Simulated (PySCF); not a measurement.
Nuclear quadrupole coupling in `C=C1C[SiH2]O[Si@]1(C)Cl`

Species: C₄H₉ClOSi₂.
Numbering: `[CH2:1]=[C:2]1[CH2:3][SiH2:4][O:5][Si@:6]1([CH3:7])[Cl:8]` (hydrogens: H9, H10 on C1; H11, H12 on C3; H13, H14 on Si4; H15, H16, H17 on C7)

Structure used (GFN2-xTB), in Å, numbered top down from 1:
```
atom  x, y, z in Å
C1     0.1602    2.1877    0.3748
C2    -0.3022    0.9495    0.4766
C3    -1.7295    0.5875    0.1423
Si4   -1.7781   -1.2815   -0.2464
O5    -0.3194   -1.7228    0.3607
Si6    0.7130   -0.5839    0.9292
C7     2.3919   -0.7542    0.0761
Cl8    0.8826   -0.8610    2.9189
H9     1.1807    2.4340    0.6151
H10   -0.4651    3.0094    0.0586
H11   -2.1114    1.2283   -0.6525
H12   -2.3455    0.7908    1.0226
H13   -1.7285   -1.5832   -1.6728
H14   -2.7725   -2.0196    0.5198
H15    2.3080   -0.6240   -0.9977
H16    3.0867   -0.0114    0.4521
H17    2.8219   -1.7335    0.2622
```

Field gradients from the PBE0/pcSseg-1 density (PySCF, non-relativistic), principal values in atomic units, ordered |Vxx| ≤ |Vyy| ≤ |Vzz|:

```tsv
atom	Vxx	Vyy	Vzz
O5	-0.3374	-0.5648	0.9021
Cl8	-0.9373	-1.0013	1.9387
```

Q: Find the asymmetry η = (Vxx − Vyy)/Vzz and the couplings χ = eQV/h (234.96 MHz × Q in barn × V in au), with Q(17O) = −0.0256 b, Q(35Cl) = −0.0817 b.

A: 
| atom | environment | nucleus | η | χzz (MHz) | χxx (MHz) | χyy (MHz) |
| --- | --- | --- | --- | --- | --- | --- |
| O5 | siloxane oxygen | 17O | 0.25 | -5.43 | 2.03 | 3.40 |
| Cl8 | silicon-bound chlorine | 35Cl | 0.03 | -37.22 | 17.99 | 19.22 |

The gradient is axial or nearly so (η below 0.05) at Cl8. The tensor is traceless: Vxx + Vyy + Vzz = 0.

Q: What is Vzz at Cl8 in SI units (1 au = 9.71736 × 10²¹ V/m²)?

A: 1.9387 au = 18.839 × 10²¹ V/m².

Q: And the gradient at the other heavy atoms, for which no coupling is worked out here?

A: 
```csv
atom,environment,Vzz (au),η
C1,terminal =CH2 carbon,0.322,0.41
C2,fully substituted alkene carbon,0.328,0.70
C3,sp3 carbon bound to silicon,0.101,0.94
Si4,oxygen-bound silicon,0.587,0.23
Si6,chlorine-bound silicon,-0.571,0.56
C7,Si-methyl carbon,-0.031,0.51
```

Q: What couplings would deuterons (Q(2H) = 0.00286 b) have in place of the hydrogens, at this geometry?

A: 
```json
{"atom": "H9", "bonded to": "C1", "bond length (Å)": "1.077", "Vzz (au)": "0.3365", "η": "0.06", "χzz (kHz)": "226"}
{"atom": "H10", "bonded to": "C1", "bond length (Å)": "1.080", "Vzz (au)": "0.3307", "η": "0.05", "χzz (kHz)": "222"}
{"atom": "H11", "bonded to": "C3", "bond length (Å)": "1.090", "Vzz (au)": "0.3154", "η": "0.03", "χzz (kHz)": "212"}
{"atom": "H12", "bonded to": "C3", "bond length (Å)": "1.094", "Vzz (au)": "0.3088", "η": "0.03", "χzz (kHz)": "208"}
{"atom": "H13", "bonded to": "Si4", "bond length (Å)": "1.459", "Vzz (au)": "0.1633", "η": "0.01", "χzz (kHz)": "110"}
{"atom": "H14", "bonded to": "Si4", "bond length (Å)": "1.456", "Vzz (au)": "0.1646", "η": "0.00", "χzz (kHz)": "111"}
{"atom": "H15", "bonded to": "C7", "bond length (Å)": "1.085", "Vzz (au)": "0.3260", "η": "0.01", "χzz (kHz)": "219"}
{"atom": "H16", "bonded to": "C7", "bond length (Å)": "1.084", "Vzz (au)": "0.3271", "η": "0.00", "χzz (kHz)": "220"}
{"atom": "H17", "bonded to": "C7", "bond length (Å)": "1.086", "Vzz (au)": "0.3243", "η": "0.01", "χzz (kHz)": "218"}
```

Geometry: GFN2-xTB, one conformer, isolated molecule. GFN2-xTB bond lengths can be off by several hundredths of an ångström, more for odd bonds, and the gradients follow them. The basis is small and wasn't made for field gradients, so the couplings can be 20 % off.
